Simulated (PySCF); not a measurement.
Correlation energy of Sc⁺ (scandium, charge +1)

Starting occupation: [Ar] 3d1 4s1, 3d3/2 with m_j = +3/2, 4s1/2 with m_j = -1/2. Computed with PySCF 2.14 in x2c-TZVPPall-2c, with X2C-1e with screened-nucleus spin-orbit coupling, Gaussian nucleus. Frozen: [Ne]; 10 electrons correlated.

MP2 pair energies summed by pair of shells (mhartree):

| pair | energy | share (%) |
| --- | --- | --- |
| 3p-3p | -127.64 | 62.5 |
| 3d-3p | -24.99 | 12.2 |
| 3p-3s | -21.72 | 10.6 |
| 3p-4s | -15.73 | 7.7 |
| 3s-3s | -6.10 | 3.0 |
| 3d-3s | -4.10 | 2.0 |
| 3d-4s | -3.10 | 1.5 |
| 3s-4s | -0.94 | 0.5 |

Total MP2 correlation energy: -204.32 mhartree.

The GHF reference relaxed away from the jj start to a determinant that is no pure jj level (⟨S²⟩ = 2.00, ⟨J²⟩ = 3.86); the energies belong to that determinant.

This basis was not built for core-valence correlation, so the inner-shell part is incomplete.
